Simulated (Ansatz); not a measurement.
C₂H₅Se₂, SMILES [CH2][Se][Se]C, multiplicity 2.

Geometry: PBE0-D3(BJ)/def2-SVP. The isomer is the one that the SMILES or the coordinates give; other isomers of the formula were not compared. The values are those of a single conformer.

Two levels are set side by side: PBE/def2-SVPD (Ansatz, a quantum-chemistry and plane-wave program) and PBE0/def2-SVPD (Ansatz). Energy differences of separate SCF runs at the same geometry; the states with an electron removed or added have multiplicity 1 and 1. Differences are taken from unrounded values.

```json
[
 {"quantity": "vertical ionisation energy (eV)", "PBE0": "7.49"},
 {"quantity": "vertical electron affinity (eV)", "PBE0": "0.43"}
]
```

What does PBE give, and how far is it from PBE0? (An estimate is asked for; the answer gives what the named calculation found.)


```tsv
quantity	PBE	PBE minus PBE0
vertical ionisation energy (eV)	7.21	-0.27
vertical electron affinity (eV)	0.61	0.18
```
